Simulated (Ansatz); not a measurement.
A made-up structure of ZnBH$_{3}$O, singlet:

| atom | x (Å) | y (Å) | z (Å) |
| --- | --- | --- | --- |
| B1 | 0.6110 | 0.4584 | -1.2761 |
| Zn2 | -0.2056 | -0.0504 | 0.5185 |
| O3 | -0.8976 | -0.3826 | 2.1280 |
| H4 | 0.6918 | -0.3205 | -2.1818 |
| H5 | 1.0398 | 1.5559 | -1.4884 |
| H6 | 0.1185 | -1.2676 | -0.3499 |

It is relaxed with PBE-D4/def2-SVP and then PBE0-D4/def2-TZVP (Ansatz 0.2.0). Atoms count as bonded within 1.22 times the sum of their covalent radii (H–H: 0.88 Å). The end point is not checked to be a true minimum.

(1) Does its bonding change? (Judge from chemistry; the calculation decides.)

## Answers

(1) The calculation gives: Yes. Formed: B1–H6; broken: none.

Where it ends: The first stage lowers the energy by 1.89 eV in 21 steps. It ends as ZnBH₃O ([O][Zn]1[H][BH2]1):
```xyz
6
angstrom
B 0.6301 0.1620 -1.2532
Zn -0.1060 -0.4750 0.6824
O -1.3087 0.0737 1.7111
H -0.1562 -0.1141 -2.0959
H 1.2458 1.1684 -1.1407
H 1.0531 -0.8218 -0.5533
```

Labels in which every atom is bracketed show which atoms are joined, not bond orders.

For scale, one of the runs: PBE0-D4/def2-TZVP relaxation, 128 basis functions, launched by `ansatz run in.yaml --threads 2 --pin off --events-out ev --progress --plain --max-ram 4352MiB`. Hardware: 2 CPU threads of an Intel Xeon Platinum 8259CL, shared host. Wall time about 20 s.
